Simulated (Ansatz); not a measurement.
`O[Si]1(S)CCO1`. The species carries charge 0 and has multiplicity 1.

```xyz
12

O    -0.744    1.393    1.582
Si   -0.581    0.161    0.526
S    -2.459   -0.840    0.501
C     0.375    0.619   -1.003
C     1.368   -0.426   -0.455
O     0.682   -0.891    0.739
H    -1.270    1.247    2.371
H    -1.928   -1.985    0.042
H    -0.067    0.358   -1.962
H     0.760    1.637   -1.039
H     1.529   -1.271   -1.127
H     2.334   -0.001   -0.173
```

Give the diagnostics of a CCSD(T)/def2-TZVPP run (frozen core, Ansatz). (Best estimate.)

The calculation gave: T1 = 0.0120, largest single amplitude 0.012, largest double 0.016, (T) share of the correlation energy 4.0 %, 9 CCSD cycles. The RHF solution is stable towards an unrestricted one. T1 lies under the customary mark of 0.02 for closed shells.
